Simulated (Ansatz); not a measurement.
Tl₂Br, relaxed as a doublet with UKS PBE-D4/def2-TZVP in Ansatz, starting from the GFN1-xTB geometry. Force threshold 0.02 eV/Å.

In the def2 sets Tl takes a core potential; there is no spin–orbit coupling. The structure comes from a short search, and lower isomers may exist.

Start:

```xyz
3

Tl   -1.0727   -0.5934   -1.1226
Tl    1.3863    0.6181   -0.6578
Br   -0.3136   -0.0248    1.7804
```

```json
{"step": "1", "energy (eV)": "-79429.2135", "largest force component (eV/Å)": "1.892", "SCF passes": "17"}
{"step": "2", "energy (eV)": "-79429.6900", "largest force component (eV/Å)": "0.434", "SCF passes": "25"}
{"step": "3", "energy (eV)": "-79429.7556", "largest force component (eV/Å)": "0.230", "SCF passes": "24"}
{"step": "4", "energy (eV)": "-79429.7671", "largest force component (eV/Å)": "0.220", "SCF passes": "25"}
{"step": "5", "energy (eV)": "-79429.7718", "largest force component (eV/Å)": "0.165", "SCF passes": "23"}
{"step": "6", "energy (eV)": "-79429.7846", "largest force component (eV/Å)": "0.013", "SCF passes": "20"}
```

Force components are those of the run's own axes.

End:

```xyz
3

Tl   -1.404   -0.748   -1.057
Tl    1.679    0.771   -0.482
Br   -0.275   -0.023    1.539
```

By distances, no bond broke or formed, bridged metal pairs apart. The bond that changes most is Tl1–Br3, from 3.05 to 2.92 Å (atoms count from 1). Metal–metal contacts that move far: Tl1–Tl2 2.78 to 3.48 Å.

No frequencies were taken in this run, so the end may be a saddle point.

Run time 19 s (4 threads of Intel Xeon on a shared host).
